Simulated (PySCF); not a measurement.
C3H7O2 (SMILES CC(O)[CH]O), doublet, geometry from GFN2-xTB, with bond 7-1 at 1.3 times its length; PySCF with DF-B3LYP/6-31G**.

The PySCF input:
```python
from pyscf import gto, scf, dft

mol = gto.Mole()
mol.atom = '''
    C     1.508192   -0.737960    0.432480
    C     0.572076    0.369729   -0.094773
    O    -0.131009    0.986991    0.973050
    C    -0.452953   -0.164371   -1.037365
    O    -1.707155   -0.427232   -0.577748
    H     2.259599   -0.317973    1.100306
    H     2.161544   -1.364021   -0.650623
    H     0.928161   -1.482086    0.973453
    H     1.194007    1.118861   -0.617496
    H     0.505097    1.288143    1.628000
    H    -0.168187   -0.712047   -1.914911
    H    -1.788029    0.042183    0.266857
'''
mol.basis = '6-31g**'
mol.charge = 0
mol.spin = 1
mol.verbose = 4
mol.build()

mf = dft.UKS(mol)
mf.xc = 'b3lyp'
mf.diis_space = 2
mf = mf.density_fit(auxbasis='def2-universal-jkfit')
mf.kernel()
mf.analyze()
```

Question: Predict the main parts of the log of this PySCF run.

Answer: 
```
PySCF version 2.14.0

[INPUT] verbose = 4
[INPUT] num. atoms = 12
[INPUT] num. electrons = 41
[INPUT] charge = 0
[INPUT] spin (= nelec alpha-beta = 2S) = 1
[INPUT] symmetry False subgroup None
[INPUT] Mole.unit = angstrom
[INPUT] Symbol           X                Y                Z      unit          X                Y                Z       unit  Magmom
[...]
nuclear repulsion = 186.085574660802
number of shells = 51
number of NR pGTOs = 184
number of NR cGTOs = 105
basis = 6-31g**
ecp = {}

******** <class 'pyscf.df.df_jk.DFUKS'> ********
method = DFUKS
initial guess = minao
damping factor = 0
level_shift factor = 0
DIIS = <class 'pyscf.scf.diis.CDIIS'>
diis_start_cycle = 1
diis_space = 2
diis_damp = 0
SCF conv_tol = 1e-09
SCF conv_tol_grad = None
SCF max_cycles = 50
direct_scf = False
number electrons alpha = 21  beta = 20
XC library pyscf.dft.libxc version 7.1.2
    S. Lehtola, C. Steigemann, M. J. T. Oliveira, and M. A. L. Marques,  SoftwareX 7, 1–5 (2018)
XC functionals = b3lyp
    P. J. Stephens, F. J. Devlin, C. F. Chabalowski, and M. J. Frisch,  J. Phys. Chem. 98, 11623 (1994)
radial grids:
    Treutler-Ahlrichs [JCP 102, 346 (1995); DOI:10.1063/1.469408] (M4) radial grids

becke partition: Becke, JCP 88, 2547 (1988); DOI:10.1063/1.454033
pruning grids: <function nwchem_prune>
grids dens level: 3
symmetrized grids: False
atomic radii adjust function: <function treutler_atomic_radii_adjust>
small_rho_cutoff = 0
Set gradient conv threshold to 3.16228e-05
tot grids = 139176
******** <class 'pyscf.df.df.DF'> ********
auxbasis = def2-universal-jkfit
init E= -269.225035010004

cycle= 1 E= -268.742735159413  delta_E= 0.482  |g|= 0.589  |ddm|= 2.18
cycle= 2 E= -268.567382281486  delta_E= 0.175  |g|= 0.901  |ddm|= 1.14
cycle= 3 E= -268.874386414147  delta_E= -0.307  |g|= 0.0836  |ddm|= 0.761
cycle= 4 E= -268.874271837935  delta_E= 0.000115  |g|= 0.0834  |ddm|= 0.156
cycle= 5 E= -268.877421345494  delta_E= -0.00315  |g|= 0.0304  |ddm|= 0.0868
cycle= 6 E= -268.877145365177  delta_E= 0.000276  |g|= 0.0414  |ddm|= 0.0516
cycle= 7 E= -268.877697705401  delta_E= -0.000552  |g|= 0.0149  |ddm|= 0.0349
cycle= 8 E= -268.87766233043  delta_E= 3.54e-05  |g|= 0.0178  |ddm|= 0.0258
cycle= 9 E= -268.877778008917  delta_E= -0.000116  |g|= 0.0078  |ddm|= 0.0168
cycle= 10 E= -268.877756062921  delta_E= 2.19e-05  |g|= 0.0105  |ddm|= 0.0124
cycle= 11 E= -268.877794437077  delta_E= -3.84e-05  |g|= 0.00409  |ddm|= 0.00899
cycle= 12 E= -268.877791111808  delta_E= 3.33e-06  |g|= 0.00519  |ddm|= 0.00668
cycle= 13 E= -268.877798884387  delta_E= -7.77e-06  |g|= 0.00237  |ddm|= 0.0045
cycle= 14 E= -268.877797310092  delta_E= 1.57e-06  |g|= 0.00309  |ddm|= 0.00373
cycle= 15 E= -268.877800569009  delta_E= -3.26e-06  |g|= 0.00128  |ddm|= 0.00266
cycle= 16 E= -268.877800025814  delta_E= 5.43e-07  |g|= 0.00173  |ddm|= 0.00204
cycle= 17 E= -268.877800948007  delta_E= -9.22e-07  |g|= 0.000751  |ddm|= 0.00145
cycle= 18 E= -268.877800835024  delta_E= 1.13e-07  |g|= 0.00095  |ddm|= 0.00115
cycle= 19 E= -268.877801097363  delta_E= -2.62e-07  |g|= 0.000427  |ddm|= 0.000813
cycle= 20 E= -268.877801032425  delta_E= 6.49e-08  |g|= 0.000588  |ddm|= 0.000668
cycle= 21 E= -268.877801145899  delta_E= -1.13e-07  |g|= 0.000242  |ddm|= 0.000475
cycle= 22 E= -268.877801131075  delta_E= 1.48e-08  |g|= 0.000313  |ddm|= 0.000376
cycle= 23 E= -268.877801159018  delta_E= -2.79e-08  |g|= 0.000145  |ddm|= 0.000269
cycle= 24 E= -268.877801153434  delta_E= 5.58e-09  |g|= 0.000192  |ddm|= 0.000217
cycle= 25 E= -268.877801164728  delta_E= -1.13e-08  |g|= 8.09e-05  |ddm|= 0.000156
cycle= 26 E= -268.87780116246  delta_E= 2.27e-09  |g|= 0.000111  |ddm|= 0.000129
cycle= 27 E= -268.877801166306  delta_E= -3.85e-09  |g|= 4.84e-05  |ddm|= 9.03e-05
cycle= 28 E= -268.877801165794  delta_E= 5.12e-10  |g|= 6.14e-05  |ddm|= 7.21e-05
cycle= 29 E= -268.877801166864  delta_E= -1.07e-09  |g|= 2.82e-05  |ddm|= 5.27e-05
cycle= 30 E= -268.877801166598  delta_E= 2.66e-10  |g|= 3.9e-05  |ddm|= 4.29e-05
[...]
converged SCF energy = -268.877801166933  <S^2> = 0.75332761  2S+1 = 2.0033249
Total Energy =                        -268.877801166933409
[...]
spin_pop of  2 O 2pz       0.00059
spin_pop of  2 O 3px       0.00001
spin_pop of  2 O 3py      -0.00001
spin_pop of  2 O 3pz      -0.00000
spin_pop of  2 O 3dxy      0.00001
spin_pop of  2 O 3dyz      0.00000
spin_pop of  2 O 3dz^2    -0.00000
spin_pop of  2 O 3dxz      0.00003
spin_pop of  2 O 3dx2-y2    0.00001
spin_pop of  3 C 1s       -0.00001
spin_pop of  3 C 2s        0.05417
spin_pop of  3 C 3s        0.00033
spin_pop of  3 C 2px       0.04936
spin_pop of  3 C 2py       0.55582
spin_pop of  3 C 2pz       0.15926
spin_pop of  3 C 3px       0.00013
spin_pop of  3 C 3py       0.00283
spin_pop of  3 C 3pz       0.00104
spin_pop of  3 C 3dxy      0.00010
spin_pop of  3 C 3dyz     -0.00051
spin_pop of  3 C 3dz^2    -0.00002
spin_pop of  3 C 3dxz     -0.00004
spin_pop of  3 C 3dx2-y2   -0.00008
spin_pop of  4 O 1s       -0.00000
spin_pop of  4 O 2s        0.00439
spin_pop of  4 O 3s        0.00010
spin_pop of  4 O 2px       0.00046
spin_pop of  4 O 2py       0.12356
spin_pop of  4 O 2pz       0.03846
spin_pop of  4 O 3px       0.00021
spin_pop of  4 O 3py       0.00107
spin_pop of  4 O 3pz       0.00034
spin_pop of  4 O 3dxy     -0.00012
spin_pop of  4 O 3dyz      0.00010
spin_pop of  4 O 3dz^2     0.00012
spin_pop of  4 O 3dxz     -0.00010
spin_pop of  4 O 3dx2-y2   -0.00012
spin_pop of  5 H 1s        0.00986
spin_pop of  5 H 2s        0.00051
spin_pop of  5 H 2px      -0.00001
spin_pop of  5 H 2py       0.00002
spin_pop of  5 H 2pz      -0.00001
spin_pop of  6 H 1s       -0.00256
spin_pop of  6 H 2s        0.00009
spin_pop of  6 H 2px      -0.00000
spin_pop of  6 H 2py       0.00002
spin_pop of  6 H 2pz       0.00001
spin_pop of  7 H 1s       -0.00147
spin_pop of  7 H 2s        0.00001
spin_pop of  7 H 2px      -0.00000
spin_pop of  7 H 2py       0.00001
spin_pop of  7 H 2pz      -0.00000
spin_pop of  8 H 1s        0.01988
spin_pop of  8 H 2s        0.00008
spin_pop of  8 H 2px       0.00000
spin_pop of  8 H 2py       0.00001
spin_pop of  8 H 2pz       0.00008
spin_pop of  9 H 1s       -0.00073
spin_pop of  9 H 2s        0.00001
spin_pop of  9 H 2px       0.00000
spin_pop of  9 H 2py      -0.00000
spin_pop of  9 H 2pz       0.00000
spin_pop of  10 H 1s       -0.02305
spin_pop of  10 H 2s        0.00029
spin_pop of  10 H 2px       0.00003
spin_pop of  10 H 2py       0.00019
spin_pop of  10 H 2pz       0.00013
spin_pop of  11 H 1s       -0.00495
spin_pop of  11 H 2s        0.00002
spin_pop of  11 H 2px       0.00000
spin_pop of  11 H 2py       0.00012
spin_pop of  11 H 2pz       0.00004
 ** Mulliken Spin Density (per atom)  **
spin density of  0 C =      0.04235
spin density of  1 C =     -0.03240
spin density of  2 O =      0.00058
spin density of  3 C =      0.82238
spin density of  4 O =      0.16846
spin density of  5 H =      0.01037
spin density of  6 H =     -0.00245
spin density of  7 H =     -0.00145
spin density of  8 H =      0.02005
spin density of  9 H =     -0.00072
spin density of  10 H =     -0.02241
spin density of  11 H =     -0.00477
 ** Mulliken pop alpha/beta on meta-lowdin orthogonal AOs **
 ** Mulliken pop       alpha | beta **
In total            21.00000 | 20.00000
 ** Mulliken atomic charges   ( Nelec_alpha | Nelec_beta ) **
charge of  0C =     -0.26610  (     3.15422      3.11187 )
charge of  1C =      0.12457  (     2.92151      2.95392 )
charge of  2O =     -0.52231  (     4.26145      4.26086 )
charge of  3C =     -0.01828  (     3.42033      2.59795 )
charge of  4O =     -0.42502  (     4.29674      4.12828 )
charge of  5H =      0.09490  (     0.45774      0.44736 )
charge of  6H =      0.03712  (     0.48022      0.48266 )
charge of  7H =      0.11178  (     0.44339      0.44483 )
charge of  8H =      0.08994  (     0.46505      0.44501 )
charge of  9H =      0.32675  (     0.33627      0.33698 )
charge of  10H =      0.11162  (     0.43299      0.45539 )
charge of  11H =      0.33502  (     0.33011      0.33487 )
Dipole moment(X, Y, Z, Debye):  2.13146,  0.69494,  1.65873
```
